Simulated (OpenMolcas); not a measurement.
A run on Fe2+ among 6 point charges of -1.5 e arranged as a trigonal prism (D3h), 1.95 Å from the ion, with a polar angle of 42.7° against the regular 49.1°.

- Program: OpenMolcas
- Method: SS-CASPT2, IPEA 0.25 Eh, imaginary shift 0.1 Eh (closed shells correlated: 3s 3p)
- Basis: ANO-RCC-VDZP [5s4p2d1f]
- Scalar Hamiltonian: DKH2, point nucleus
- Active space: 6 electrons in 5 orbitals (3d)
- State averaging: 2S+1 = 5 even, 5 roots; 2S+1 = 3 even, 45 roots; 2S+1 = 1 even, 50 roots
- Spin-orbit coupling: RASSI with atomic mean-field integrals over the reference wave functions

First CASPT2 step and the start of its output:

```
&CASPT2
Multistate=5 1 2 3 4 5
NoMult
Frozen=5
IPEA=0.25
Imaginary=0.1
MaxIter=60
WThr=0.0 0.3 0.05
PrWF=0.5
NoMix
```

```
--- CASPT2 ---
Orbital specifications:
      -----------------------

      Symmetry species                           1
                                                 a
      Frozen orbitals                            5
      Inactive orbitals                          4
      Active orbitals                            5
      Secondary orbitals                        20
      Deleted orbitals                           0
      Number of basis functions                 34
Type of calculation                        SS-CASPT2
      Fock operator                              state-specific
      IPEA shift                                 0.25
      Real shift                                 0.00
      Imaginary shift                            0.10
      The input orbitals will be transformed to quasi-canonical
Reference energy:       -1275.4486866820
      E2 (Non-variational):      -0.3505839701
      Shift correction:           0.0009258675
      E2 (Variational):          -0.3496581026
      Total energy:           -1275.7983447847
      Residual norm:              0.0000003773
      Reference weight:           0.92154
      Contributions to the CASPT2 correlation energy
      Active & Virtual Only:         -0.1179284895
      One Inactive Excited:          -0.1594988957
      Two Inactive Excited:          -0.0731565849
Reference energy:       -1275.4486866812
      E2 (Non-variational):      -0.3499943272
      Shift correction:           0.0010410638
      E2 (Variational):          -0.3489532634
      Total energy:           -1275.7976399446
      Residual norm:              0.0000003492
      Reference weight:           0.92201
      Contributions to the CASPT2 correlation energy
      Active & Virtual Only:         -0.1177009095
...
```

Over all roots the printed reference weights run from 0.24 to 0.93, and roots that are degenerate in the reference spread by up to 720 cm-1.

Q: Did the run give usable levels, and if not, why?

A: No. The equations converged, but the reference weight falls to 0.24 for at least one root against 0.93 for the best. A drop of that size marks an intruder state, so the energies of such roots and the levels built on them can't be trusted.
